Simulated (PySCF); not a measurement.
Input file for PySCF: R-HF/3-21G on CH5BSe (SMILES CB[SeH]), a point of a bond scan (R = 1.307 Å).

```python
from pyscf import gto, scf, dft, mp
from pyscf.data.elements import chemcore

mol = gto.M(
    atom='''
    B    -0.15281115   -0.55344157    1.06257556
    H    -1.22987340   -0.59294141    1.80278745
    C     1.16908035   -1.26447540    1.48164381
    H     0.97857175   -2.33313654    1.63198235
    H     1.49361377   -0.88848570    2.45849675
    H     2.00004339   -1.16077437    0.78257232
    Se   -0.23400099    0.42531987   -0.59759198
    H    -1.63466303    0.86493165   -0.49316030
    ''',
    basis='3-21g',
    charge=0, spin=0, verbose=3, max_memory=1800)
mf = scf.RHF(mol)
mf.conv_tol = 1e-8
mf.max_cycle = 100
mf.kernel()
if not mf.converged:
    mf = mf.newton().run(mf.mo_coeff, mf.mo_occ)
```

Q: Predict the final total energy.

A: -2453.5850 hartree.
